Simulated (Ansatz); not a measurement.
Computed with Ansatz on PBE0-D4/def2-TZVP structures; ΔE is electronic, products minus reactants. CCSD(T)/CBS is the MP2 limit (def2-TZVPP, def2-QZVPP) plus CCSD(T) − MP2 in def2-TZVPP, frozen cores. This one scheme is used for every species. DFT in def2-TZVPP. B3LYP here is the variant with VWN-RPA as its local correlation; programs differ in this. HSE06 is defined as in plane-wave codes. For Br outer-core shells are correlated without core-valence functions, which leaves a few kJ/mol of doubt a bond. Scalar relativity is left out up to krypton.

Consider the substitution at a C–F bond: `Fc1ccc[nH]1` + HBr → `Brc1ccc[nH]1` + H–F.

| level | ΔE (kJ/mol) | difference from CCSD(T)/CBS |
| --- | --- | --- |
| LDA (SPW92) | -16.9 | 21.2 |
| PBE-D4 | -26.3 | 11.8 |
| BLYP-D4 | -25.3 | 12.8 |
| r2SCAN-D4 | -20.8 | 17.3 |
| B97M-V | -16.2 | 21.9 |
| PBE0-D4 | -26.0 | 12.1 |
| B3LYP-D4 | -23.7 | 14.4 |
| r2SCANh-D4 | -21.5 | 16.6 |
| r2SCAN0-D4 | -22.2 | 15.9 |
| HSE06-D4 | -26.2 | 11.9 |
| BHLYP-D4 | -20.8 | 17.3 |
| CAM-B3LYP-D4 | -16.1 | 22.0 |
| ωB97X-V | -19.2 | 18.9 |
| B2PLYP | -26.8 | 11.3 |
| PBE-QIDH | -32.6 | 5.5 |
| PBE | -21.0 | 17.1 |
| revPBE | -21.1 | 17.0 |
| r2SCAN | -19.5 | 18.6 |
| PBE0 | -21.3 | 16.8 |
| B3LYP | -14.8 | 23.3 |
| r2SCANh | -20.0 | 18.1 |
| r2SCAN0 | -20.6 | 17.5 |
| HSE06 | -21.6 | 16.5 |
| BHLYP | -12.7 | 25.4 |
| CAM-B3LYP | -11.0 | 27.1 |
| RPA@PBE/def2-TZVPP | -29.4 | 8.7 |
| HF/def2-SVP | 14.9 | 53.0 |
| MP2/def2-SVP | -18.0 | 20.1 |
| CCSD(T)/def2-SVP | -2.7 | 35.4 |
| HF/def2-TZVPP | -4.1 | 34.0 |
| MP2/def2-TZVPP | -52.2 | -14.1 |
| SCS-MP2/def2-TZVPP | -42.0 | -3.9 |
| CCSD/def2-TZVPP | -28.4 | 9.7 |
| CCSD(T)/def2-TZVPP | -33.1 | 5.0 |
| HF/def2-QZVPP | -4.0 | 34.1 |
| MP2/def2-QZVPP | -55.0 | -16.9 |
| SCS-MP2/def2-QZVPP | -44.8 | -6.7 |
| HF/CBS(def2) | -4.0 | 34.1 |
| MP2/CBS(def2) | -57.1 | -19.0 |
| CCSD/CBS(def2) | -33.4 | 4.7 |
| CCSD(T)/CBS | -38.1 | 0 |

(1) What do rigid-rotor, harmonic-oscillator terms from PBE0-D4/def2-TZVP frequencies (298.15 K, 1 bar) make of the CCSD(T)/CBS value? (An estimate is asked.)

Largest T1 diagnostic among the species: 0.011.

## Answers

(1) The calculation gave: ΔZPE = +4.3 kJ/mol, ΔH = -32.5 kJ/mol, ΔS = -2 J/(mol·K), ΔG = -31.8 kJ/mol.

At CCSD(T), def2-SVP lies +35.4 kJ/mol from the extrapolated value and def2-TZVPP +5.0 kJ/mol. In def2-TZVPP, CCSD(T) changes the Hartree–Fock value by −29.0 kJ/mol (the triples alone add −4.7 kJ/mol) and MP2 by −48.1 kJ/mol.
